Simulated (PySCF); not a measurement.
C10H10Cl2Zr, singlet at its GFN2-xTB optimised geometry (Å):

```
23

Zr    -0.1222    -0.0465     0.0000
C      0.3000    -1.2600     2.1251
C     -0.8499    -1.8513     1.5568
C     -1.8840    -0.8808     1.5524
C     -1.3691     0.3068     2.1176
C     -0.0167     0.0766     2.4645
H      1.2289    -1.7685     2.3564
H     -0.9614    -2.9018     1.3144
H     -2.9241    -1.0598     1.3062
H     -1.9363     1.2027     2.3425
H      0.6339     0.7721     2.9835
C     -1.5075    -1.5256    -1.4365
C     -0.1556    -1.7518    -1.7883
C      0.3366    -0.5704    -2.3967
C     -0.6955     0.3891    -2.3904
C     -1.8337    -0.1913    -1.7776
H     -2.2075    -2.2808    -1.1005
H      0.3652    -2.7021    -1.7447
H      1.3071    -0.4563    -2.8653
H     -0.6556     1.3678    -2.8539
H     -2.8193     0.2583    -1.7255
Cl    -0.2424     2.2808     0.0000
Cl     2.2075    -0.0465     0.0000
```

Calculation: B3LYP/def2-SVP, def2 effective core potentials past Kr in PySCF 2.14.0. The core electrons that the potentials of Zr replace are not part of the density. Cells within 0.4 Å of a nucleus heavier than hydrogen are left out (blank, or x).

Map of the electron localisation function on the plane z = 0.0 Å:

```
|0000000000000000000000000000000|
|0000000000001222110000000000000|
|0000000000134454432000000000000|
|0000000002456777654200000000000|
|0000000013578999876410000000000|
|0000000025789999997530000000000|
|0000000036899411998630000000000|
|0000000036898xxx498620000000000|
|00000000368981xx498500000000000|
|0000000014799613997200022100000|
|0000000002589999973001455431000|
|0000000000245655421136887653100|
|0000000000001233210379999864200|
|0000000000002799831599889975310|
|00000000000179xx972793xx6986410|
|00000000000299xx883791xx1996410|
|00000000010289xx982791xx4996410|
|0000000001114899941798459986310|
|0000000001101478511689999975300|
|0000000000110011000478888764100|
|0000000000111100000146676542000|
|0000000000001110000012444310000|
|0000000000000000000000111000000|
|0000000100000000000000000000000|
|0000000000000000000000000000000|
|0000000000000000000000000000000|
|0000000000000000000000000000000|
|0000000000000000000000000000000|
|0000000000000000000000000000000|
|0000000000000000000000000000000|
|0000000000000000000000000000000|
```
Scale: ten equal steps from 0.000 (start of '0') to 0.886 (end of '9'), in the order '0123456789'; x runs from -4.50 to 4.50, y from -4.50 (bottom) to 4.50 (top).
